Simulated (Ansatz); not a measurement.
Geometry optimisation, RKS B3LYP-D4/def2-SVP (Ansatz).

input.yaml

```yaml
crystal:
  periodic: [false, false, false]
  atoms:
    - { symbol: In, position_ang: [-0.071842, -0.403711, 0.042132] }
    - { symbol: O, position_ang: [-0.093723, -0.520199, 2.031098] }
    - { symbol: H, position_ang: [-0.98961, -0.634934, 2.38126] }
    - { symbol: Cl, position_ang: [1.941557, -0.375847, -1.144697] }
    - { symbol: Cl, position_ang: [-2.10132, -0.293306, -1.140088] }
    - { symbol: Si, position_ang: [0.690099, 3.018008, 1.310283] }
    - { symbol: H, position_ang: [1.943952, 3.271371, 2.070829] }
    - { symbol: H, position_ang: [0.917236, 3.261693, -0.141786] }
    - { symbol: H, position_ang: [-0.405113, 3.904473, 1.795628] }
    - { symbol: H, position_ang: [0.285964, 1.613953, 1.531941] }
basis:
  gaussian: { orbitals: def2-SVP }
hamiltonian:
  xc: b3lyp
  dispersion: d4
relax:
  f_tol: 0.03
  max_steps: 50
```

Launched with:

```bash
$ ansatz run input.yaml --threads 4 --pin off --max-ram 5120MiB --backend cpu --events-out ev --progress --plain --runs-dir out
```

Question: Where does it end, and by what steps?

Answer: The run converged. After 12 steps the energy has fallen by 0.215 eV; H3 moved furthest, 0.83 Å.

```
step  energy less start (eV)  largest force component (eV/Å)  accepted
   0                  0.0000                           0.456       yes
   1                 -0.0700                           0.510       yes
   2                 -0.1147                           0.331       yes
   3                 -0.1543                           0.411       yes
   4                 -0.1878                           0.226       yes
   5                 -0.1982                           0.298       yes
   6                 -0.2048                           0.460       yes
   7                 -0.2105                           0.217       yes
   8                 -0.2131                           0.067       yes
   9                 -0.2143                           0.049       yes
  10                 -0.2151                           0.033       yes
  11                 -0.2154                           0.044       yes
  12                 -0.2155                           0.021       yes
```

```xyz
10
Properties=species:S:1:pos:R:3
In -0.028 -0.263 0.398
O -0.218 -1.317 2.081
H -1.152 -1.450 2.303
Cl 2.122 0.089 -0.485
Cl -1.890 0.303 -0.931
Si 0.679 3.125 1.057
H 2.073 3.143 1.566
H 0.619 3.234 -0.421
H -0.153 4.173 1.707
H 0.066 1.804 1.461
```

Whether the end is a true minimum wasn't checked by a vibrational analysis.

Time of the run: 15 s on 4 threads of AMD EPYC 9R45 96-Core Processor (Zen 5), with other jobs on the host, peak memory 0.36 GiB.
